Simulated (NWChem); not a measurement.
Molecule: BeSiH4O; SMILES [Be]([SiH3])[OH]

```xyz
7

Be    -0.0055    -0.8343     0.0031
O     -0.0048    -2.2268     0.0004
H      0.0588    -3.1729    -0.0098
Si    -0.0005     1.3305     0.0001
H     -0.9013     1.9002    -1.0559
H      1.3677     1.8893    -0.2584
H     -0.4569     1.9085     1.3078
```
Atoms are numbered in this order, from 1.

Results from NWChem. All runs use the structure optimised with PBE0/def2-SVP. Ions are spin-unrestricted doublets at the neutral geometry; other ion states weren't tried.

For level B3LYP/def2-SVP:

* **−ε(HOMO) (eV)**: 7.63

Task: Estimate the same quantities for level PBE/def2-SVP.

Result: 
- −ε(HOMO) (eV): 6.69
